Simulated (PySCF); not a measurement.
A PySCF script (with the pyscf-properties extension) for the NMR shieldings of C$_{5}$H$_{13}$BOS, on a GFN2-xTB geometry:

```python
import basis_set_exchange as bse
import numpy as np
from pyscf import gto, dft
from pyscf.prop import nmr

atoms = """
C     3.119770    0.590489    1.206257
C     1.921113    0.558912    0.267590
O     1.128912   -0.576343    0.562445
B     0.100259   -1.024261   -0.143308
C    -0.441861   -0.399937   -1.515089
C    -1.951752   -0.170055   -1.559273
S    -2.483647    1.256804   -0.554831
C    -2.465469    0.520899    1.101088
H     2.784981    0.630859    2.239338
H     3.720394   -0.305613    1.073132
H     3.732206    1.462934    0.996460
H     2.260593    0.517297   -0.773916
H     1.313436    1.462859    0.398017
H    -0.404289   -1.989086    0.304940
H    -0.203851   -1.109779   -2.314291
H     0.045582    0.541307   -1.777275
H    -2.280210    0.077393   -2.569360
H    -2.503632   -1.041566   -1.208066
H    -3.188481   -0.289566    1.143157
H    -2.744103    1.306780    1.795774
H    -1.468870    0.151319    1.326739
"""
names = dict.fromkeys(["C", "O", "B", "S", "H"], "pcSseg-1")
basis = {el: gto.basis.parse(bse.get_basis(n, elements=[el], fmt="nwchem")) for el, n in names.items()}
mol = gto.M(atom=atoms, basis=basis, charge=0, verbose=0)
mf = dft.RKS(mol, xc="PBE0")
mf.grids.level = 2
mf.grids.alignment = dft.numint.BLKSIZE   # the property module wants whole blocks of grid points
mf.conv_tol = 1e-9
mf.kernel()

calc = nmr.RKS(mf)   # GIAO
C = mf.mo_coeff
Co = C[:, mf.mo_occ > 0]
resp = mf.gen_response(singlet=True, hermi=2)
def vind(x):   # induced exchange potential for any number of trial vectors
    d = np.einsum("pi,xij,qj->xpq", C, 2 * x.reshape(-1, C.shape[1], Co.shape[1]), Co, optimize=True)
    return np.einsum("xpq,pi,qj->xij", resp(d - d.transpose(0, 2, 1)), C, Co, optimize=True).ravel()
mo1, _ = nmr.rhf.solve_mo1(calc, with_cphf=vind)
sigma = calc.kernel(mo1)
for i, s in enumerate(sigma):   # ppm
    w = np.linalg.eigvalsh((s + s.T) / 2)
    print("%2d %-2s iso %8.1f  s11 %8.1f  s22 %8.1f  s33 %8.1f" % (i, mol.atom_pure_symbol(i), w.mean(), *w))
```

Problem. Give the expected output.

Solution. 
```
 0 C  iso    167.7  s11    151.5  s22    166.4  s33    185.2
 1 C  iso    121.0  s11     91.2  s22    110.4  s33    161.4
 2 O  iso    126.0  s11    -55.5  s22    124.6  s33    308.9
 3 B  iso     53.2  s11     10.2  s22     53.6  s33     95.9
 4 C  iso    160.7  s11    142.1  s22    152.0  s33    187.9
 5 C  iso    150.0  s11    135.4  s22    145.4  s33    169.2
 6 S  iso    521.0  s11    402.8  s22    436.0  s33    724.1
 7 C  iso    166.3  s11    149.7  s22    166.8  s33    182.6
 8 H  iso     30.0  s11     26.2  s22     28.5  s33     35.4
 9 H  iso     30.2  s11     26.4  s22     28.1  s33     35.9
10 H  iso     30.7  s11     26.6  s22     28.0  s33     37.3
11 H  iso     27.5  s11     22.4  s22     29.6  s33     30.5
12 H  iso     27.4  s11     22.0  s22     29.9  s33     30.4
13 H  iso     26.4  s11     24.8  s22     25.3  s33     29.0
14 H  iso     30.6  s11     24.9  s22     28.8  s33     38.1
15 H  iso     30.3  s11     27.1  s22     29.6  s33     34.1
16 H  iso     28.9  s11     22.4  s22     28.1  s33     36.3
17 H  iso     29.2  s11     24.2  s22     28.5  s33     34.9
18 H  iso     29.8  s11     24.8  s22     27.2  s33     37.3
19 H  iso     29.9  s11     25.4  s22     26.5  s33     37.8
20 H  iso     29.7  s11     23.4  s22     29.6  s33     36.2
```

These numbers come from an equivalent density-fitted implementation of the same equations, which agrees with the script to about 0.01 ppm for H and up to a few tenths of a ppm for heavy atoms, so last digits may differ.

Size and cost of the density-fitted run: 208 basis functions, 61 s wall time on 1 thread of an Arm Neoverse V1, shared host; peak memory 0.91 GiB.
